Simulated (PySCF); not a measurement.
Correlation energy of Tl⁺ (thallium, charge +1)

[Xe] 4f14 5d10 6s1 6p1, high-spin 3P determinant (an excited configuration). Computed with PySCF 2.14 in aug-cc-pwCVTZ-DK3 (11s10p8d5f1g, 125 functions), with the spin-free X2C one-electron Hamiltonian (Gaussian nucleus). Frozen: [Xe] 4f14 5d10; 2 electrons correlated.

With two correlated electrons CCSD is exact within the correlated space (frozen core and kept virtual orbitals).

```
level  correlation energy (mhartree)
 CCSD                          -3.20
```

Diagnostics: T1 = 0.0027, D1 = 0.0039, largest double amplitude 0.025.

Spin-orbit coupling, absent here, splits the open shell strongly.

Cost of the coupled-cluster step: about 25 core-seconds, for 2 correlated electrons.
